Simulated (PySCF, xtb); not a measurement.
biphenyl (C₁₂H₁₀), SMILES c1ccc(-c2ccccc2)cc1.

GFN2-xTB (xtb) at its own geometry gives an orbital gap of 3.85 eV and a dipole moment of 0.00 D.

The structure is a stationary point at B3LYP-D3(BJ)/def2-SVP. Other conformers were not sampled.

Task: What does HF/def2-SVP run with PySCF give? (An estimate is asked for; the answer gives what the named calculation found.)

Result: gap 10.80 eV (levels -8.21 and 2.60 eV), dipole 0.00 D.
